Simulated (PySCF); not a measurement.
Cd(Et) (C₂H₅Cd), SMILES C[CH2][Cd+], charge +1.

Geometry optimised at B3LYP-D3(BJ)/def2-TZVP. The multiplicity is an assumed one; other spin states were not compared. The isomer is the one that the SMILES or the coordinates give; other isomers of the formula were not compared. The def2 effective core potentials stand for the cores of Cd; spin–orbit coupling is left out.

The numbers are results of PBE/def2-TZVPD in PySCF, not measurements.

Symmetry labels are those of the subgroup Cs that the program uses (full group Cs).

Computed valence orbital energies around the gap with their symmetry:
```json
[
 {"orbital": "HOMO−7", "symmetry": "A'", "energy (eV)": "-18.39"},
 {"orbital": "HOMO−6", "symmetry": "A\"", "energy (eV)": "-18.36"},
 {"orbital": "HOMO−5", "symmetry": "A'", "energy (eV)": "-18.36"},
 {"orbital": "HOMO−4", "symmetry": "A\"", "energy (eV)": "-16.46"},
 {"orbital": "HOMO−3", "symmetry": "A'", "energy (eV)": "-15.26"},
 {"orbital": "HOMO−2", "symmetry": "A'", "energy (eV)": "-14.94"},
 {"orbital": "HOMO−1", "symmetry": "A\"", "energy (eV)": "-13.81"},
 {"orbital": "HOMO", "symmetry": "A'", "energy (eV)": "-12.16"},
 {"orbital": "LUMO", "symmetry": "A'", "energy (eV)": "-9.39"},
 {"orbital": "LUMO+1", "symmetry": "A'", "energy (eV)": "-6.16"},
 {"orbital": "LUMO+2", "symmetry": "A\"", "energy (eV)": "-6.12"},
 {"orbital": "LUMO+3", "symmetry": "A'", "energy (eV)": "-4.40"}
]
```
